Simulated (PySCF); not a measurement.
PySCF job for H2, SMILES [H][H], TDDFT-LC-ωPBE/def2-TZVPD. Geometry optimised at PBE0-D3(BJ)/def2-TZVPD.

```python
import numpy as np
from pyscf import gto, scf, dft, tdscf

mol = gto.M(
    atom='''
    H     0.00000000    0.00000000   -0.37312407
    H     0.00000000    0.00000000    0.37312407
    ''',
    basis='def2-TZVPD',
    charge=0,
    spin=0,
    symmetry=True,
    symmetry_subgroup='D2h',
    max_memory=1600,
    verbose=4,
)
mf = dft.RKS(mol, xc='lc_wpbe').density_fit(auxbasis='def2-universal-jkfit')
mf.grids.level = 3
mf.conv_tol = 1e-9
mf.max_cycle = 100
mf.kernel()
mf.grids = dft.Grids(mol).set(level=1).build(with_non0tab=True)  # coarser grid for the response kernel
td = tdscf.TDDFT(mf)
td.singlet = True
td.nstates = 10
td.conv_tol = 1e-4
td.positive_eig_threshold = 1e-6
td.kernel(x0=td.get_init_guess(mf, 15))
td.analyze()
tt = tdscf.TDA(mf)
tt.singlet = False
tt.nstates = 4
tt.conv_tol = 1e-4
tt.positive_eig_threshold = 1e-6
tt.kernel(x0=tt.get_init_guess(mf, 9))
tt.analyze(verbose=3)
```

Output:

```
PySCF version 2.14.0

[INPUT] verbose = 4
[INPUT] num. atoms = 2
[INPUT] num. electrons = 2
[INPUT] charge = 0
[INPUT] spin (= nelec alpha-beta = 2S) = 0
[INPUT] symmetry True subgroup D2h
[INPUT] Mole.unit = angstrom
[INPUT] Symbol           X                Y                Z      unit          X                Y                Z       unit  Magmom
[INPUT]  1 H      0.000000000000   0.000000000000  -0.373124070000 AA    0.000000000000   0.000000000000  -0.705102302783 Bohr   0.0
[INPUT]  2 H      0.000000000000   0.000000000000   0.373124070000 AA    0.000000000000   0.000000000000   0.705102302783 Bohr   0.0

nuclear repulsion = 0.709116957959855
point group symmetry = Dooh, use subgroup D2h
symmetry origin: [0. 0. 0.]
symmetry axis x: [1. 0. 0.]
symmetry axis y: [0. 1. 0.]
symmetry axis z: [0. 0. 1.]
num. orbitals of irrep Ag = 5
num. orbitals of irrep B2g = 2
num. orbitals of irrep B3g = 2
num. orbitals of irrep B1u = 5
num. orbitals of irrep B2u = 2
num. orbitals of irrep B3u = 2
number of shells = 10
number of NR pGTOs = 22
number of NR cGTOs = 18
basis = def2-TZVPD
ecp = {}


******** <class 'pyscf.df.df_jk.DFSymAdaptedRKS'> ********
method = DFSymAdaptedRKS
initial guess = minao
damping factor = 0
level_shift factor = 0
DIIS = <class 'pyscf.scf.diis.CDIIS'>
diis_start_cycle = 1
diis_space = 8
diis_damp = 0
SCF conv_tol = 1e-09
SCF conv_tol_grad = None
SCF max_cycles = 100
direct_scf = False
XC library pyscf.dft.libxc version 7.1.2
    S. Lehtola, C. Steigemann, M. J. T. Oliveira, and M. A. L. Marques,  SoftwareX 7, 1–5 (2018)
XC functionals = lc_wpbe
    O. A. Vydrov and G. E. Scuseria,  J. Chem. Phys. 125, 234109 (2006)
radial grids:
    Treutler-Ahlrichs [JCP 102, 346 (1995); DOI:10.1063/1.469408] (M4) radial grids

becke partition: Becke, JCP 88, 2547 (1988); DOI:10.1063/1.454033
pruning grids: <function nwchem_prune>
grids dens level: 3
symmetrized grids: True
atomic radii adjust function: <function treutler_atomic_radii_adjust>
small_rho_cutoff = 0
Freeze 0 electrons in irreps []
    2 free electrons in irreps Ag B2g B3g B1u B2u B3u
Set gradient conv threshold to 3.16228e-05
Initial guess from minao.
tot grids = 19616
Create RSH-DF object <pyscf.df.df.DF object> for omega=0.4
******** <class 'pyscf.df.df.DF'> ********
auxbasis = auxmol.basis = def2-universal-jkfit
init E= -0.891079915340145
HOMO (Ag) = -0.545326048596893  LUMO (B1u) = 0.0937505319381083  gap/eV = 17.39016
cycle= 1 E= -1.17786685863695  delta_E= -0.287  |g|= 0.012  |ddm|= 0.452
HOMO (Ag) = -0.557951049893382  LUMO (B1u) = 0.116935346845145  gap/eV = 18.36459
cycle= 2 E= -1.17795575875037  delta_E= -8.89e-05  |g|= 0.00242  |ddm|= 0.0167
HOMO (Ag) = -0.555065074395263  LUMO (B1u) = 0.117855351770346  gap/eV = 18.31110
cycle= 3 E= -1.17795940178568  delta_E= -3.64e-06  |g|= 0.000343  |ddm|= 0.00455
HOMO (Ag) = -0.555114657099744  LUMO (B1u) = 0.117903027878614  gap/eV = 18.31374
cycle= 4 E= -1.1779594739435  delta_E= -7.22e-08  |g|= 2.03e-05  |ddm|= 0.000764
HOMO (Ag) = -0.555113420591228  LUMO (B1u) = 0.117904764493609  gap/eV = 18.31376
cycle= 5 E= -1.17795947422128  delta_E= -2.78e-10  |g|= 1.07e-06  |ddm|= 5.68e-05
HOMO (Ag) = -0.555114137552091  LUMO (B1u) = 0.117904539913401  gap/eV = 18.31377
Extra cycle  E= -1.17795947422179  delta_E= -5.18e-13  |g|= 2.36e-07  |ddm|= 1.46e-06
converged SCF energy = -1.17795947422179
tot grids = 4944
Overwritten attributes  positive_eig_threshold  of <class 'pyscf.tdscf.rks.TDDFT'>


******** <class 'pyscf.tdscf.rks.TDDFT'> for <class 'pyscf.df.df_jk.DFSymAdaptedRKS'> ********
nstates = 10 singlet
deg_eia_thresh = 1.000e-03
wfnsym = None
conv_tol = 0.0001
eigh lindep = 1e-12
eigh level_shift = 0
eigh max_cycle = 100


Excitation energies (eV)
[12.5112454  13.67000203 13.67000203 15.55431516 17.20586774 17.20586774
 18.77653975 19.54207865 31.08290894 46.79658493]

** Singlet excitation energies and oscillator strengths **
Excited State   1:  B1u     12.51125 eV     99.10 nm  f=0.3592
       1 -> 2         0.70563
Excited State   2:  B3u     13.67000 eV     90.70 nm  f=0.3667
       1 -> 4        -0.70728
Excited State   3:  B2u     13.67000 eV     90.70 nm  f=0.3667
       1 -> 3        -0.70728
Excited State   4:   Ag     15.55432 eV     79.71 nm  f=0.0000
       1 -> 5         0.70557
Excited State   5:  B2g     17.20587 eV     72.06 nm  f=0.0000
       1 -> 6        -0.70708
Excited State   6:  B3g     17.20587 eV     72.06 nm  f=0.0000
       1 -> 7        -0.70708
Excited State   7:  B1u     18.77654 eV     66.03 nm  f=0.2269
       1 -> 8        -0.70668
Excited State   8:   Ag     19.54208 eV     63.44 nm  f=0.0000
       1 -> 9        -0.70526
Excited State   9:  B1u     31.08291 eV     39.89 nm  f=0.0741
       1 -> 10        0.70696
Excited State  10:  B3u     46.79658 eV     26.49 nm  f=0.3467
       1 -> 12        0.70733

** Transition electric dipole moments (AU) **
state          X           Y           Z        Dip. S.      Osc.
  1         0.0000      0.0000      1.0825      1.1719      0.3592
  2        -1.0464      0.0000      0.0000      1.0950      0.3667
  3         0.0000     -1.0464      0.0000      1.0950      0.3667
  4         0.0000      0.0000      0.0000      0.0000      0.0000
  5         0.0000      0.0000      0.0000      0.0000      0.0000
  6         0.0000     -0.0000      0.0000      0.0000      0.0000
  7         0.0000      0.0000      0.7024      0.4933      0.2269
  8         0.0000      0.0000      0.0000      0.0000      0.0000
  9         0.0000      0.0000      0.3120      0.0974      0.0741
 10         0.5499      0.0000      0.0000      0.3024      0.3467

** Transition velocity dipole moments (imaginary part, AU) **
state          X           Y           Z        Dip. S.      Osc.
  1        -0.0000     -0.0000      0.5007      0.2507      0.3635
  2        -0.5382     -0.0000     -0.0000      0.2896      0.3844
  3        -0.0000     -0.5382     -0.0000      0.2896      0.3844
  4        -0.0000     -0.0000     -0.0000      0.0000      0.0000
  5        -0.0000     -0.0000     -0.0000      0.0000      0.0000
  6        -0.0000     -0.0000     -0.0000      0.0000      0.0000
  7        -0.0000     -0.0000      0.4706      0.2215      0.2140
  8        -0.0000     -0.0000      0.0000      0.0000      0.0000
  9        -0.0000     -0.0000      0.3553      0.1262      0.0737
 10         0.7516     -0.0000     -0.0000      0.5649      0.2190

** Transition magnetic dipole moments (imaginary part, AU) **
state          X           Y           Z
  1        -0.0000     -0.0000     -0.0000
  2        -0.0000     -0.0000     -0.0000
  3         0.0000     -0.0000     -0.0000
  4        -0.0000     -0.0000     -0.0000
  5        -0.0000     -0.0888     -0.0000
  6         0.0888     -0.0000     -0.0000
  7        -0.0000     -0.0000     -0.0000
  8        -0.0000     -0.0000     -0.0000
  9        -0.0000     -0.0000     -0.0000
 10        -0.0000     -0.0000     -0.0000
Overwritten attributes  positive_eig_threshold  of <class 'pyscf.tdscf.rks.TDA'>


******** <class 'pyscf.tdscf.rks.TDA'> for <class 'pyscf.df.df_jk.DFSymAdaptedRKS'> ********
nstates = 4 triplet
deg_eia_thresh = 1.000e-03
wfnsym = None
conv_tol = 0.0001
eigh lindep = 1e-12
eigh level_shift = 0
eigh max_cycle = 100


Excitation energies (eV)
[10.19201045 12.53201623 12.53201623 13.87149359]

** Triplet excitation energies and oscillator strengths **
Excited State   1:  B1u     10.19201 eV    121.65 nm  f=0.0000
Excited State   2:  B3u     12.53202 eV     98.93 nm  f=0.0000
Excited State   3:  B2u     12.53202 eV     98.93 nm  f=0.0000
Excited State   4:   Ag     13.87149 eV     89.38 nm  f=0.0000
```

Self-consistency was reached.
